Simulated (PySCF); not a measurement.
**P²⁺ (phosphorus, charge +2) across methods**

[Ne] 3s2 3p1, 2P determinant. Computed with PySCF 2.14 in ANO-RCC-VTZP (5s4p2d1f, 34 functions), with the spin-free X2C one-electron Hamiltonian (Gaussian nucleus).

```tsv
method	E (hartree)	mean ε 3s α (eV)	mean ε 3s β (eV)	mean ε 3p α (eV)	Σ⟨r²⟩ (bohr²)	⟨S²⟩
LDA	-339.6893	-34.427	-33.351	-24.792	13.90	0.752
BHandHLYP	-340.9997	-37.517	-35.722	-27.570	13.94	0.756
M06-2X	-340.9793	-37.299	-35.918	-27.303	13.90	0.753
PBE	-340.8221	-34.348	-33.202	-24.947	13.90	0.754
r2SCAN	-340.9423	-34.696	-33.368	-25.404	13.94	0.759
PBE0	-340.8495	-36.015	-34.498	-26.363	13.91	0.755
wB97X-V	-340.9319	-38.605	-37.091	-28.709	13.95	0.754
MN15	-340.9763	-36.306	-34.958	-26.804	13.88	0.753
UHF	-340.46535	-40.160	-37.184	-29.970	14.09	0.763
```
